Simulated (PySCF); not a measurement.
# Simulated characterisation data

- shielding tensors at PBE0/pcSseg-1 (GIAO)
- geometry: GFN2-xTB
- code: PySCF 2.14.0 with density-fitted response routines
- no relativistic terms, a single conformation, fast rotation and ring inversion assumed for equivalent nuclei, in vacuum

Referencing at the same level of theory: TMS for $^{1}$H (σref 31.72), $^{13}$C (σref 186.93). Where no couplings were computed, multiplicities follow the n + 1 count of equivalent neighbours, and m marks all less simple cases (inequivalent or close neighbours, rings, F or P nearby). Shifts are as computed. Against solution values, carbons near 30 ppm lie about +3 ppm off and those near 130 ppm about +5 ppm. Of 1211 compounds with measured shifts, 218 miss one by over three times the rms of a fit or turn the order of signals round; such compounds aren't used in these exercises. OH and NH positions are gas-phase values without hydrogen bonding to other molecules.

Compound 1 (CH₁₁NSi₃). $^{1}$H NMR (400 MHz, computed): δ 5.45 (sept, 1H), 3.49 (d, 6H), 2.76 (s, 3H), -0.63 (br s, 1H). $^{13}$C{$^{1}$H} NMR (computed): δ 36.7 (CH3). Structure: `[SiH](NC)([SiH3])[SiH3]`.

Compound 2 (C₄H₁₄OSi₂). $^{1}$H NMR (400 MHz, computed): δ 5.24 (s, 3H), 4.87 (s, 2H), 1.04 (s, 9H). $^{13}$C{$^{1}$H} NMR (computed): δ 27.2, 22.8. Structure: `CC(C)(C)[SiH2]O[SiH3]`.
